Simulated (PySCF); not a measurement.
Ga(All)(H)2 (C3H7Ga), SMILES C=C[CH2][GaH2].

The structure is a stationary point at B3LYP-D3(BJ)/def2-SVP. The structure was generated by enumeration; whether it is a known compound was not checked. Other conformers were not sampled.

Calculation: PySCF 2.14.0 with TDDFT-LC-ωPBE/def2-SVPD.

Vertical excitations. Gas-phase values at a fixed geometry.

```tsv
state	energy (eV)	λ (nm)	f	main pairs
S1	5.24	237	0.119	HOMO→LUMO 87 %
S2	6.20	200	0.019	HOMO−1→LUMO 80 %
S3	6.28	197	0.106	HOMO→LUMO+2 70 %
S4	7.06	176	0.012	HOMO→LUMO+1 46 %, HOMO→LUMO+3 30 %, HOMO→LUMO+2 10 %
S5	7.53	165	0.156	HOMO→LUMO+4 39 %, HOMO−2→LUMO 31 %, HOMO→LUMO+1 9 %
S6	7.72	161	0.128	HOMO−2→LUMO 31 %, HOMO→LUMO+3 19 %, HOMO→LUMO+4 11 %
S7	8.00	155	0.021	HOMO→LUMO+5 51 %, HOMO→LUMO+6 28 %
S8	8.02	155	0.131	HOMO→LUMO+3 27 %, HOMO→LUMO+4 23 %, HOMO→LUMO+6 15 %, HOMO→LUMO+1 9 %
S9	8.19	151	0.069	HOMO→LUMO+6 18 %, HOMO→LUMO+4 13 %, HOMO−2→LUMO+2 12 %, HOMO−3→LUMO 12 %
S10	8.33	149	0.042	HOMO→LUMO+5 29 %, HOMO→LUMO+6 21 %, HOMO−2→LUMO 9 %, HOMO−3→LUMO 7 %
T1	3.68	337	0	HOMO→LUMO 45 %, HOMO→LUMO+2 25 %, HOMO→LUMO+1 10 %
T2	5.01	248	0	HOMO→LUMO 41 %, HOMO→LUMO+2 32 %, HOMO−2→LUMO 9 %
T3	5.60	221	0	HOMO−1→LUMO 85 %
T4	6.53	190	0	HOMO−2→LUMO 24 %, HOMO→LUMO+2 21 %, HOMO→LUMO+4 17 %, HOMO→LUMO+3 13 %
```
Triplets are in the Tamm–Dancoff approximation, which puts them higher than full response would, so one can lie above its singlet here.
